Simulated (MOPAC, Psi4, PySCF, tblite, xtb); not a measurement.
Dimer H3B ··· H3B (SMILES B and B) at R = 2.33 Å between the centres of mass, closest contact 1.84 Å (lowest of the rigid-body minima from ten starts at GFN2-xTB). Geometry in Å and degrees:

```
B
H 1 1.1893
H 1 1.1893 2 120.00
H 1 1.1893 2 120.00 3 180.00
B 4 1.8672 1 96.68 2 91.17
H 5 1.1893 4 94.62 1 -120.40
H 5 1.1893 6 120.00 4 96.76
H 5 1.1893 6 120.00 7 180.00
```

GFN2-xTB (tblite); SAPT0/jun-cc-pVDZ, frozen core (Psi4); PBE0/def2-TZVP, counterpoise-corrected (Psi4); PBE0-D3(BJ)/def2-TZVP, counterpoise-corrected (Psi4); PBE/def2-TZVP, counterpoise-corrected (Psi4); PBE-D3(BJ)/def2-TZVP, counterpoise-corrected (Psi4); wB97X-D/def2-TZVP, counterpoise-corrected (Psi4); HF/aug-cc-pVTZ, counterpoise-corrected (Psi4); MP2/aug-cc-pVTZ = Psi4 1.11 with DF-MP2/aug-cc-pVTZ, frozen core, counterpoise-corrected; SCS-MP2/aug-cc-pVTZ = DF-SCS-MP2/aug-cc-pVTZ, frozen core, counterpoise-corrected (Psi4); MP2/aug-cc-pVDZ = DF-MP2/aug-cc-pVDZ, frozen core, counterpoise-corrected run with Psi4; CCSD/aug-cc-pVDZ = DF-CCSD/aug-cc-pVDZ, frozen core, counterpoise-corrected run with Psi4; CCSD(T)/aug-cc-pVDZ = DF-CCSD(T)/aug-cc-pVDZ, frozen core, counterpoise-corrected (Psi4); PM6, restricted, heats of formation (MOPAC); PM3, restricted, heats of formation (MOPAC); GFN1-xTB (xtb); RKS-B3LYP/6-31G* = restricted B3LYP/6-31G*, spherical d, no counterpoise correction (PySCF); RHF/6-31G* = restricted Hartree-Fock/6-31G*, spherical d, no counterpoise correction run with PySCF; RHF/LANL2DZ = restricted Hartree-Fock/LANL2DZ, no counterpoise correction (PySCF 2.14.0); RKS-B3LYP/3-21G = restricted B3LYP/3-21G, no counterpoise correction run with PySCF.

Problem. What interaction energy does each level give?

Solution. 
```
method                 E_int / kJ/mol
---------------------  --------------
PM3                           -131.92
PBE-D3(BJ)/def2-TZVP           -68.06
PM6                            -64.78
PBE/def2-TZVP                  -63.23
PBE0-D3(BJ)/def2-TZVP          -58.02
PBE0/def2-TZVP                 -53.90
wB97X-D/def2-TZVP              -42.86
MP2/aug-cc-pVTZ                -39.43
RKS-B3LYP/6-31G*               -38.08
RKS-B3LYP/3-21G                -36.30
CCSD(T)/aug-cc-pVDZ            -34.64
MP2/aug-cc-pVDZ                -33.90
CCSD/aug-cc-pVDZ               -29.49
GFN1-xTB                       -29.22
SCS-MP2/aug-cc-pVTZ            -29.15
SAPT0/jun-cc-pVDZ              -28.78
GFN2-xTB                       -11.24
HF/aug-cc-pVTZ                   3.71
RHF/6-31G*                       6.19
RHF/LANL2DZ                     11.10
```
